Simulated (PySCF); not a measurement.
SMILES c1cc(C(OC)=O)ccc1C=O at its GFN2-xTB optimised geometry (Å):

```
20

C     -1.3514    -3.7037     0.0086
O     -0.6722    -2.4568     0.0113
C     -1.4511    -1.3674    -0.0018
O     -2.6562    -1.4146    -0.0144
C     -0.6657    -0.1049     0.0000
C      0.7282    -0.1049     0.0000
C      1.4111     1.0934    -0.0008
C      0.7142     2.3036    -0.0015
C      1.4571     3.5731    -0.0040
O      2.6562     3.6752    -0.0043
C     -0.6809     2.2987    -0.0006
C     -1.3655     1.1012     0.0000
H     -0.5800    -4.4699     0.0186
H     -1.9906    -3.7894     0.8904
H     -1.9732    -3.7947    -0.8848
H      1.2602    -1.0430     0.0003
H      2.4905     1.1222    -0.0010
H      0.8058     4.4699    -0.0058
H     -1.2196     3.2352    -0.0006
H     -2.4446     1.0707    -0.0001
```

Method: CAM-B3LYP/def2-SVP in PySCF. Cells within 0.4 Å of a nucleus heavier than hydrogen are left out (blank, or x).

Map of the electrostatic potential (hartree/e), clipped to [-0.08, 0.12] on the plane z = 0.0 Å:

```
|3333333344444444443333222223333|
|3333333444444444444332222222333|
|3333334444444444554322112222233|
|3333344444444456896421011122223|
|3333344444455558999741000122223|
|3333344444556668999999900112223|
|333334444568997899x99x950012223|
|333334444569999999xx9x960112223|
|3333344445699999999999910122223|
|3333344445699xx99x9984101122233|
|3333344455799xx9xx9974222222333|
|3333334579999999999999643333333|
|333333459999x99999xx99954333333|
|333333359999x99999xx99964333333|
|3333333369999999999999754333333|
|3332222124799xx9xx9975544333333|
|3322210014999x999x9965444333333|
|3322210199999999999965444333333|
|33221107xx9xx999899964444333333|
|332211049x99x998479854444333333|
|3322210059999xx9234544444333333|
|3332221013799xx9223444443333333|
|3333222224999999333344443333333|
|333333333699x996433344433333333|
|333333334699x998544444433333333|
|3333333446999999644444433333333|
|3333334445799999644444433333333|
|3333334444566897544444433333333|
|3333334444455555444444433333333|
|3333334444444444444444333333333|
|3333334444444444444444333333333|
```
Scale: ten equal steps from -0.070 (start of '0') to 0.120 (end of '9'), in the order '0123456789'; x runs from -6.50 to 6.50, y from -6.50 (bottom) to 6.50 (top).
